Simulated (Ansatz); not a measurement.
Harmonic frequencies (cm⁻¹) at PBE0-D4/def2-TZVP from Ansatz: 168, 418, 538, 540, 643, 653, 782, 844, 846, 873, 958, 994, 1069, 1127, 1158, 1182, 1243, 1396, 1468, 1492, 2213, 2230, 2990, 2994, 3103, 3104, 3530.

(1) Which molecule is it?
A. `CC(=N)[SiH3]`
B. `C=CN[SiH3]`
C. `C1NC[SiH2]1`
D. `CC[Si]N`

## Answers

(1) C.
